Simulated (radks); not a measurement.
These are the eigenvalues of the occupied orbitals of an atom or ion with whole-number occupations (eV). Calculated with a radial shooting solver on a logarithmic mesh with Libxc functionals: Dirac Kohn-Sham, PBE, spin-unpolarised, spherical densities, finite nucleus; Fermi nuclear charge, rms radius of each element as measured or else 0.836 A^(1/3) + 0.57 fm.

| orbital | eigenvalue |
|---|---|
| 1s1/2 | -23030.79 |
| 2s1/2 | -3342.919 |
| 2p1/2 | -3095.528 |
| 2p3/2 | -2950.915 |
| 3s1/2 | -601.9251 |
| 3p1/2 | -505.0996 |
| 3p3/2 | -480.2197 |
| 3d3/2 | -308.8275 |
| 3d5/2 | -303.9205 |
| 4s1/2 | -87.7160 |
| 4p1/2 | -58.2253 |
| 4p3/2 | -54.2841 |
| 4d3/2 | -10.5294 |
| 4d5/2 | -10.0997 |
| 5s1/2 | -6.3730 |
| 5p1/2 | -2.2182 |
| 5p3/2 | -2.0400 |

Which element is it, and in what charge state? The configuration may be excited. Open shells, if any, are shared by 2j + 1.

Answer. Z = 45, rhodium, charge 0: Rh in [Kr] 4d7 5s1 5p1. The list shows which subshells hold electrons but not how many an open one holds; the 1s level, -846.37 hartree, gives Z - s = 41.1 by -(Z - s)^2/2, which with screening and relativity narrows Z to a few neighbours, and the depths of the outer levels then fix element, charge and occupations together.
